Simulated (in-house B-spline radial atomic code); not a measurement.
A fraction x of an electron is removed from 3d in Ga5+, starting from [Ar] 3d8 and keeping the highest spin. All numbers are computed (scalar-relativistic (X2C) SCAN, spin-polarised, spherical fractional occupations; Fermi nucleus of rms radius 3.9973 fm) with a radial B-spline atomic code at the basis-set limit, not measured.

```json
{"x": "0", "E(x) - E(0) (eV)": "0.0000", "3d down level (eV)": "-99.781"}
{"x": "0.05", "E(x) - E(0) (eV)": "5.0210", "3d down level (eV)": "-101.060"}
{"x": "0.23", "E(x) - E(0) (eV)": "23.6287", "3d down level (eV)": "-105.702"}
{"x": "0.32", "E(x) - E(0) (eV)": "33.2471", "3d down level (eV)": "-108.044"}
{"x": "0.43", "E(x) - E(0) (eV)": "45.2904", "3d down level (eV)": "-110.928"}
{"x": "0.5", "E(x) - E(0) (eV)": "53.1199", "3d down level (eV)": "-112.774"}
{"x": "0.55", "E(x) - E(0) (eV)": "58.7917", "3d down level (eV)": "-114.098"}
{"x": "0.7", "E(x) - E(0) (eV)": "76.2056", "3d down level (eV)": "-118.095"}
{"x": "0.77", "E(x) - E(0) (eV)": "84.5380", "3d down level (eV)": "-119.974"}
{"x": "0.92", "E(x) - E(0) (eV)": "102.8377", "3d down level (eV)": "-124.028"}
{"x": "1", "E(x) - E(0) (eV)": "112.8469", "3d down level (eV)": "-126.205"}
```

The exact functional would give a straight line between the two integer points. Deviations E(x) - E(0) - x[E(1) - E(0)], in eV: -0.621 at x = 0.05, -2.326 at x = 0.23, -2.864 at x = 0.32, -3.234 at x = 0.43, -3.304 at x = 0.5, -3.274 at x = 0.55, -2.787 at x = 0.7, -2.354 at x = 0.77, -0.981 at x = 0.92.

The curve lies below the straight line by up to 3.304 eV (at x = 0.5): convex, the delocalisation error that favours fractional charges.

**Question.** How well does Slater's transition state (minus the level at half occupation) give the ionisation energy?

**Answer.** It gives 112.774 eV against 112.847 eV from the two total energies; NIST lists 112.70 eV, ground level to ground level.
